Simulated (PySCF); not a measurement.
# Spin-rotation constants: `InChI=1S/C5H7NOS/c6-3-5-1-2-8(7)4-5/h1-3,5-6H,4H2/b6-3+/t5-,8+/m0/s1`

Geometry (Å), atoms numbered from 1 in this order:
```xyz
15

N    -1.955   -0.068    1.137
C    -1.693    0.047   -0.080
C    -0.347    0.546   -0.536
C     0.353   -0.621   -1.185
C     1.280   -1.210   -0.459
S     1.533   -0.464    1.183
O     2.930   -0.022    1.233
C     0.532    0.998    0.621
H    -2.876   -0.432    1.367
H    -2.369   -0.220   -0.905
H    -0.509    1.349   -1.265
H     0.047   -0.938   -2.172
H     1.875   -2.060   -0.738
H     1.255    1.753    0.318
H    -0.061    1.351    1.460
```

Theory: GIAO CAM-B3LYP/ANO-RCC-VDZP magnetisability, rotational g tensor and spin-rotation constants, non-relativistic, gas phase (PySCF). Geometry: GFN2-xTB.

(1) Give the nuclear spin-rotation constants along the inertial axes (H = +C I·J) beside the isotropic shieldings.

## Answers

(1) Rotational constants 3.4798, 1.3657, 1.1860 GHz. A star marks the isotopologue with that one atom substituted, in its own axes.
| atom | isotope | Caa (kHz) | Cbb (kHz) | Ccc (kHz) | mean (kHz) | σ (ppm) |
| --- | --- | --- | --- | --- | --- | --- |
| N1 | 14N | 0.687 | 0.255 | 0.152 | 0.365 | -61.7 |
| H9 | 1H | 0.184 | -0.109 | -0.029 | 0.015 | 21.1 |
| H10 | 1H | 0.105 | -0.022 | -0.110 | -0.009 | 23.4 |
| H11 | 1H | -0.309 | -0.129 | 0.030 | -0.136 | 27.9 |
| H12 | 1H | -0.257 | 0.108 | -0.139 | -0.096 | 25.1 |
| H13 | 1H | -0.154 | -0.004 | -0.072 | -0.077 | 24.9 |
| H14 | 1H | -0.258 | -0.177 | 0.023 | -0.137 | 29.4 |
| H15 | 1H | -0.262 | 0.066 | -0.132 | -0.109 | 27.0 |
| C2 | 13C* | 1.639 | 0.496 | 0.326 | 0.821 | 17.9 |
| C3 | 13C* | 0.647 | 0.290 | 0.230 | 0.389 | 132.2 |
| C4 | 13C* | 0.882 | 0.649 | 0.266 | 0.599 | 52.9 |
| C5 | 13C* | 1.063 | 0.612 | 0.320 | 0.665 | 37.7 |
| S6 | 33S* | 1.354 | 0.596 | 0.512 | 0.821 | 158.5 |
| O7 | 17O* | -0.940 | -0.009 | -0.046 | -0.332 | 270.6 |
| C8 | 13C* | 0.617 | 0.381 | 0.207 | 0.402 | 124.1 |

For the geometry as given, no vibrational averaging.
